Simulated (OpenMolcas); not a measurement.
# Ionisation energies of phosphorus

```json
{
  "Program": "OpenMolcas 26.06",
  "Basis": "ANO-RCC-VDZP [4s3p1d]",
  "Scalar Hamiltonian": "DKH2, point nucleus",
  "Spin-orbit coupling": "RASSI with atomic mean-field integrals over the reference wave functions, term energies averaged over their components"
}
```

Active shells in each charge state: the valence s, p shells, with orbitals averaged over the low states. Where CASPT2's correlated closed shells are named, they are those of the first ion.

A. CASSCF
B. SS-CASPT2, IPEA 0.25 Eh, imaginary shift 0.1 Eh (closed shells correlated: 2s 2p)
C. SS-CASPT2, IPEA 0 Eh, imaginary shift 0.1 Eh (closed shells correlated: 2s 2p)
D. SS-CASPT2, IPEA 0.25 Eh, imaginary shift 0.1 Eh (closed shells correlated: none)

Energies in eV between the lowest computed levels, named as in B; reference values from the NIST Atomic Spectra Database with their kind.

```
              From                  To       A       B       C       D  Spin-orbit share in B                Reference
    P+ 3s2 3p2 3P0  P2+ 3s2 3p 2P* 1/2  18.792  19.365  19.486  19.365                 -0.004  19.769 (semi-empirical)
P2+ 3s2 3p 2P* 1/2         P3+ 3s2 1S0  29.121  29.720  29.837  29.723                 +0.040        30.203 (measured)
       P3+ 3s2 1S0       P4+ 3s 2S 1/2  51.105  51.142  51.143  51.138                 +0.000        51.444 (measured)
     P4+ 3s 2S 1/2         P5+ 2p6 1S0  64.375  64.390  64.391  64.375                 +0.000        65.025 (measured)
```

Steps that some method lacks are left out, and so are those with a state whose active s or d shell is doubly occupied in every root (s and p with five to eight electrons, d10) over a frozen core shell of the same l, since the two then mix freely.

Error against the reference values, in %:

| From | Reference | A | B | C | D |
| --- | --- | --- | --- | --- | --- |
| P+ | semi-empirical | -4.9 | -2.0 | -1.4 | -2.0 |
| P2+ | measured | -3.6 | -1.6 | -1.2 | -1.6 |
| P3+ | measured | -0.7 | -0.6 | -0.6 | -0.6 |
| P4+ | measured | -1.0 | -1.0 | -1.0 | -1.0 |

Mean absolute error over the 3 measured values: A 0.69 eV, B 0.47 eV, C 0.43 eV, D 0.48 eV.

* marks odd parity.
